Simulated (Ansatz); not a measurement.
Reaction (hydrogenolysis of the Si–Cl bond): `NC[SiH](Cl)Cl` + H₂ → `NC[SiH2]Cl` + HCl

Computed with Ansatz on PBE0-D4/def2-TZVP structures; ΔE is electronic, products minus reactants. CCSD(T)/CBS adds triple-zeta CCSD(T) − MP2 to the extrapolated MP2 energy (def2 sets, frozen cores). This one scheme is used for every species. Each species was taken in one conformer, which may not be the lowest.

`NC[SiH](Cl)Cl`:

```xyz
10

N    -0.982   -1.246   -0.289
C     0.377   -0.793   -0.019
Si    0.563    1.059    0.201
Cl   -0.098    1.983   -1.509
Cl   -0.638    1.649    1.758
H    -1.603   -0.977    0.466
H    -1.341   -0.814   -1.132
H     0.753   -1.291    0.881
H     1.035   -1.115   -0.834
H     1.933    1.545    0.477
```

H₂:

Z-matrix (Å, degrees):
```
H
H 1 0.746
```

`NC[SiH2]Cl`:

Cartesian coordinates in Å:
```
N -0.404 -0.947 -1.105
C -0.030 0.381 -0.645
Si 0.586 0.311 1.120
Cl -0.908 -0.498 2.295
H -0.740 -0.925 -2.060
H -1.146 -1.330 -0.533
H -0.819 1.147 -0.720
H 0.814 0.746 -1.243
H 0.871 1.675 1.633
H 1.776 -0.558 1.259
```

HCl:

```xyz
2

Cl   -0.414    0.136   -0.468
H     0.414   -0.136    0.468
```

| level | ΔE (kJ/mol) |
| --- | --- |
| CCSD(T)/def2-TZVPP | 77.5 |
| HF/def2-QZVPP | 62.2 |

(1) What does CCSD(T)/CBS give? (Best estimate.)

Largest T1 diagnostic among the species: 0.009.

Results:

(1) Computed: +83.1 kJ/mol. The listed levels differ from it by -5.6, -20.9 kJ/mol.

From PBE to PBE0 (25 % exact exchange), in def2-TZVPP and without D4, ΔE moves by −3.1 kJ/mol. The D4 term adds +10.6 kJ/mol with B3LYP and +5.7 kJ/mol with PBE0; it sums over pairs of atoms, weighted by their polarisabilities, and B3LYP, whose exchange is more repulsive, gets the larger term. In def2-TZVPP, CCSD(T) changes the Hartree–Fock value by +14.9 kJ/mol (the triples alone add +5.0 kJ/mol) and MP2 by +25.5 kJ/mol.

B3LYP here is the variant with VWN-RPA as its local correlation; programs differ in this.
